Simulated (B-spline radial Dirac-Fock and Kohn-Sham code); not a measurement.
Binding energies of Ho⁴³⁺ at several levels of theory

System: the Ho⁴³⁺ ion, [Ar] 3d6.

The density-functional columns are spherical, spin-unpolarised Dirac-Kohn-Sham results without Breit or QED terms: −ε is minus the orbital energy of the initial state and ΔSCF the difference of two total energies. The reference in the last column comes from Dirac-Fock (average of configuration) total-energy differences with a finite nucleus, the Breit interaction including its frequency dependence, and self-energy and vacuum-polarisation corrections. All numbers are from a radial B-spline solver, in eV; a selection of levels is shown. The Kohn-Sham columns are given as differences from the reference. For the 1s level of heavy atoms much of the gap between ΔSCF and the reference is the Breit and QED part, -251.6 eV here; for other levels the error of the functional can be larger.

```
     level  LDA −ε − DF  LDA ΔSCF − DF  Dirac-Fock
    K (1s)       -283.2         +239.9     57995.7
   L1 (2s)       -171.4          -49.2     11712.6
L2 (2p1/2)       -130.7          +17.0     11246.4
L3 (2p3/2)       -138.7           -4.1     10390.6
   M1 (3s)        -83.4          -31.4      4205.5
M2 (3p1/2)        -62.2           -7.5      4008.7
M3 (3p3/2)        -62.7          -10.8      3808.9
 M4,5 (3d)        -56.5           +2.4      3493.3
```

Values without a named source are computed, but for edge energies of neutral atoms, which are taken from tables.
